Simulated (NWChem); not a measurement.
Species: NH4 cation; SMILES [NH4+]

```xyz
5

N      0.0000     0.0000     0.0000
H     -0.5910    -0.5910    -0.5910
H      0.5910     0.5910    -0.5910
H     -0.5910     0.5910     0.5910
H      0.5910    -0.5910     0.5910
```
Atoms are numbered in this order, from 1.

Program: NWChem. Pople sets run with spherical d functions. All runs use the structure optimised with PBE0-D3(BJ)/def2-TZVP.

Problem. Order these by “orbital gap (eV)”, lowest first: TPSS/6-311G**; TPSS/3-21G; TPSS/STO-3G.

Solution. TPSS/6-311G** (14.80), TPSS/3-21G (15.82), TPSS/STO-3G (20.80)
